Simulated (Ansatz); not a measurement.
O2Ti (SMILES [O]=[Ti]=[O]) moved off its minimum; all values from Ansatz (a program for electronic structure), cores frozen in correlated methods.
(charge 0, multiplicity 1)
```xyz
3

Ti     0.22918    -0.17326     0.15094
O      0.67318     0.43187    -1.30885
O     -1.27634     0.15940     0.42132
```

Question: Give the forces (eV/Å), the total energy and the dipole at CCSD(T)/def2-TZVPPD.

Answer: 
| atom | Fx | Fy | Fz |
|---|---|---|---|
| Ti1 | 4.490 | -1.556 | 0.300 |
| O2 | 0.441 | 0.497 | -1.246 |
| O3 | -4.931 | 1.059 | 0.946 |
Energy -998.8546 hartree, dipole 6.84 D.
